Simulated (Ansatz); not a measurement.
One change: `[OH][Ge][Br]` becomes `[Br][Ge][Br]`.

Ansatz, PBE0-D4/def2-TZVP geometries, multiplicity 1. Each molecule was computed in one conformer, which needn't be the lowest.

Scalar relativity is left out up to krypton.

| property | `[OH][Ge][Br]` |
| --- | --- |
| HOMO–LUMO gap (ωB97M-V/def2-TZVPP) / eV | 9.48 |
| LUMO energy (PBE0/def2-TZVPP) / eV | -2.47 |
| ideal-gas entropy at 298 K and 1 bar (rigid rotor, harmonic PBE0-D4/def2-TZVP) / J/(mol·K) | 304 |
| size of the dipole moment (B3LYP/def2-TZVPP) / D | 0.92 |
| LUMO energy (ωB97M-V/def2-TZVPP) / eV | -0.51 |
| size of the dipole moment (PBE/def2-TZVPP) / D | 0.80 |

What does the change do to each property? (An estimate is asked.)

Computed: 
| property | `[Br][Ge][Br]` | shift |
| --- | --- | --- |
| HOMO–LUMO gap (ωB97M-V/def2-TZVPP) / eV | 8.49 | -0.99 |
| LUMO energy (PBE0/def2-TZVPP) / eV | -3.22 | -0.75 |
| ideal-gas entropy at 298 K and 1 bar (rigid rotor, harmonic PBE0-D4/def2-TZVP) / J/(mol·K) | 319 | 15 |
| size of the dipole moment (B3LYP/def2-TZVPP) / D | 1.88 | 0.96 |
| LUMO energy (ωB97M-V/def2-TZVPP) / eV | -1.31 | -0.80 |
| size of the dipole moment (PBE/def2-TZVPP) / D | 1.65 | 0.85 |

With PBE0 the HOMO rises by 0.11 eV and the LUMO falls by 0.75 eV, so the gap narrows by about 0.86 eV. PBE moves the HOMO by 0.04 eV and ωB97M-V by 0.18 eV. The zero-point energy changes by -33.7 kJ/mol with -3 modes. Dipoles are sizes alone; their direction can turn.

B3LYP here is the variant with VWN-RPA as its local correlation; programs differ in this.

Spin–orbit coupling is left out; it splits and shifts lone-pair levels of the heavy atoms by tenths of an eV.
